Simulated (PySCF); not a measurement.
# Working out the excitation energy of Be

Be [He] 2s2 (1S) → Be [He] 2s1 2p1 (3P). Computed with PySCF 2.14 in aug-cc-pVTZ-DK, with the spin-free X2C one-electron Hamiltonian (Gaussian nucleus). Frozen: 1s2. Energies in hartree (1 hartree = 27.21139 eV):

```tsv
part	Be (lower)	Be (upper)
UHF	-14.575388	-14.515825
CCSD correlation	-0.045577	-0.004810
(T)	0.000000	0.000000
```

Problem. What does Hartree-Fock give?

Solution. (-14.515825) − (-14.575388) = 0.059563 hartree = 1.621 eV.

Problem. What do CCSD and CCSD(T) give?

Solution. The CCSD correlation energies differ by 0.040767 hartree = 1.109 eV and the triples by 0.000000 hartree = 0.000 eV, so CCSD gives 2.730 eV and CCSD(T) 2.730 eV.

Measured between the centres of the two terms (NIST): 2.725 eV, so CCSD(T) (valence) is off by 0.005 eV.

What remains against the reference includes basis incompleteness, the frozen core and higher excitations.
